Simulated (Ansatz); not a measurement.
Species: C₂H₆FSi, net charge 0, doublet state. It need not be the lowest isomer of its formula. SMILES: C[Si](C)F
Geometry: optimised at B3LYP-D3(BJ)/def2-TZVP (Ansatz, an electronic-structure program).

Computed values are from Ansatz. Correlated levels leave the core frozen unless marked. UHF or UKS for open shells. No spin-orbit coupling. Non-relativistic. Basis-set limits of correlation are two-point, X^-3; Hartree-Fock from the larger set.

**Question.** What is the dipole moment at CCSD(T)/aug-cc-pV(D+d)Z?

**Answer.** 1.84 D.

**Question.** What is the atomisation energy De at CCSD(T)/CBS(cc-pV(T+d)Z,cc-pV(Q+d)Z)?

**Answer.** 3745.6 kJ/mol.

**Question.** What is the total energy at CCSD(T)/CBS(cc-pV(T+d)Z,cc-pV(Q+d)Z)?

**Answer.** -468.6109 Eh.

**Question.** What is the T1 diagnostic at CCSD/def2-QZVPP?

**Answer.** 0.012.
